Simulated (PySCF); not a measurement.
Computed shifts of a molecule C3H3ClF2, KT2/pcSseg-1 run with PySCF, GIAO, gas phase, equivalent atoms averaged, in ppm (number of nuclei): ¹⁹F: -275.3 (2). ¹³C: 80.3 (2), 40.7 (1). ¹H: 4.38 (2), 3.40 (1). References: ¹⁹F against CFCl3 (σ = 127.1 ppm); ¹³C against TMS (σ = 185.1 ppm); ³⁵Cl against HCl (σ = 945.4 ppm); ¹H against TMS (σ = 31.47 ppm), references at their B3LYP-D3(BJ)/def2-TZVP geometries, non-relativistic (without spin–orbit terms, shifts of atoms bonded to Cl or Br come out too high). Coordinates come from a PBE0-D3(BJ)/def2-SVP optimisation. One conformer was computed; it need not be the lowest.

Q: Which structure fits?
(A) C/C(F)=C(\F)Cl
(B) F[C@@H]1[C@H](F)[C@H]1Cl
(C) FC(F)/C=C/Cl
(D) F[C@@H]1C[C@@]1(F)Cl

A: B, F[C@@H]1[C@H](F)[C@H]1Cl
